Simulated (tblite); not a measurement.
CH7O2Si3 (doublet state).
SMILES with atom numbers: `[O:1]=[CH:2][Si@@H:3]([SiH3:4])[O:5][SiH2:6]` (hydrogens: H7 on C2; H8 on Si3; H9, H10, H11 on Si4; H12, H13 on Si6)

The geometry is computed with GFN2-xTB (gas phase). This method treats the open shell by occupation alone, without spin polarisation.

Question: List the bond lengths, angles and torsions at this level.

Answer: 
| bond | length (pm) | order |
| --- | --- | --- |
| O1=C2 | 121.4 | double |
| C2–Si3 | 191.3 | single |
| Si3–Si4 | 230.0 | single |
| Si3–O5 | 164.8 | single |
| O5–Si6 | 161.0 | single |
| C2–H7 | 111.5 | single |
| Si3–H8 | 147.0 | single |
| Si4–H9, Si4–H10, Si4–H11 | 146.8 | single |
| Si6–H12, Si6–H13 | 145.3 | single |

Bonds in one row agree within 1 pm and their mean is given. Orders are formal, as drawn. A selection of angles:
| angle | degrees |
| --- | --- |
| O1–C2–Si3 | 124.2 |
| O1–C2–H7 | 118.5 |
| Si3–C2–H7 | 117.0 |
| C2–Si3–Si4 | 112.1 |
| C2–Si3–O5 | 103.5 |
| C2–Si3–H8 | 106.5 |
| Si4–Si3–O5 | 108.6 |
| Si4–Si3–H8 | 122.8 |
| O5–Si3–H8 | 101.3 |
| Si3–Si4–H9 | 110.7 |
| Si3–Si4–H10 | 112.6 |
| H9–Si4–H10 | 106.1 |
| H9–Si4–H11 | 107.3 |
| Si3–O5–Si6 | 159.6 |
| O5–Si6–H12 | 110.2 |
| O5–Si6–H13 | 110.6 |
| H12–Si6–H13 | 117.7 |

Torsions: O1–C2–Si3–Si4 2° (synperiplanar); C2–Si3–O5–Si6 -30°.

Si3 (silicon bonded to C, O, Si and H) is distorted tetrahedral (angles from 101.3° to 122.8°). Si6 (silicon bonded to O and 2 H) is pyramidal (angles 117.7°, 110.6° and 110.2°, sum 338.5°, 0.41 Å off the plane of its three neighbours). C2 (carbon bonded to O, Si and H) is planar (angles 124.2°, 118.5° and 117.0°, sum 359.8°, 0.04 Å off the plane of its three neighbours). The 2 O–Si bonds span 1.610 Å (O5–Si6, drawn single) to 1.648 Å (Si3–O5, drawn single), a spread of 0.038 Å. Si4 (silicon bonded to Si and 3 H) is tetrahedral (angles from 106.1° to 112.9°).

Point group: C1 (no symmetry element, even within 0.4 Å). GFN2-xTB frequencies show an imaginary mode (33i cm⁻¹), so the point is no minimum at that level. Torsions: O1–C2–Si3–Si4 2°, C2–Si3–O5–Si6 -30°, Si3–O5–Si6–H 77° and -55°.

One conformer stands for the species.
